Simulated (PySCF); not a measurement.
1,1-difluoro-2-methylprop-1-ene (C4H6F2), SMILES C(=C(C)C)(F)F. Geometry: PBE-D3(BJ)/def2-SVP.

Computed equilibrium geometry at PBE-D3(BJ)/def2-SVP (PySCF confirms it by a frequency run) as a Z-matrix, and its point group:
point group C2v.
```
C
C 1 1.3442
F 2 1.3332 1 125.02
F 2 1.3332 3 109.96 1 180.00
C 1 1.5039 2 120.78 3 180.00
H 5 1.1056 1 112.34 2 0.00
H 5 1.1118 6 108.12 1 122.51
H 5 1.1118 6 108.12 7 114.97
C 1 1.5039 2 120.78 3 0.00
H 9 1.1056 1 112.34 2 0.00
H 9 1.1118 10 108.12 1 122.51
H 9 1.1118 10 108.12 11 114.97
```
Charge 0, spin multiplicity 1.
